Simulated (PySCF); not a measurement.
IK, charge +1, multiplicity 2. Atoms are numbered in the order given.

```xyz
2

K      0.0000     0.0000    -2.6349
I      0.0000     0.0000     0.9446
```
Charge +1, spin multiplicity 2.

Geometry: PBE0-D3(BJ)/def2-TZVPD. The multiplicity is an assumed one; other spin states were not compared. The def2 effective core potentials stand for the cores of I; spin–orbit coupling is left out.

All values below come from PySCF with IEF-PCM-B3LYP/def2-TZVPD.

The values are the electrostatic part of the solvation free energy, E(continuum) − E(gas) at the gas-phase geometry, in a cavity of scaled van der Waals radii (PySCF's table); cavitation and dispersion terms are not included. A continuum can't describe solvent molecules that bind to the metal.

```
solvent         ε  ΔG(elec) (kcal/mol)
----------  -----  -------------------
water       78.36                -47.7
chloroform   4.71                -37.9
1-octanol    9.86                -43.3
```
